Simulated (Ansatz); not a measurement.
Cartesian coordinates in Å:
```
N -0.1107 -1.9919 1.3891
Si -0.5393 -0.8099 0.2425
O 0.6850 0.2795 -0.0211
C 0.4461 1.5816 -0.4612
O -0.0760 1.6247 -1.7551
H 0.0829 -1.7535 2.3477
H 0.3824 -2.8227 1.1082
H -0.8541 -1.5444 -1.0061
H -1.6983 -0.0210 0.7375
H 1.4001 2.1167 -0.3939
H -0.2997 2.0798 0.1683
H 0.5815 1.2613 -2.3560
```

Total charge 0; spin multiplicity 1.

(1) List the PBE/def2-TZVPP orbital energies in eV (Ansatz). (Estimate.)

Answers

(1) Computed: Occupied: -1779.87, -510.44, -510.14, -380.02, -271.43, -137.50, -94.26, -94.24, -94.21, -26.54, -24.65, -21.10, -16.66, -14.01, -12.45, -12.22, -11.53, -11.46, -9.86, -8.93, -8.44, -7.18, -7.11, -6.81, -6.19. Lowest empty: -0.09, 0.24, 0.91, 1.50, 1.64, 1.81, 2.09, 2.28.
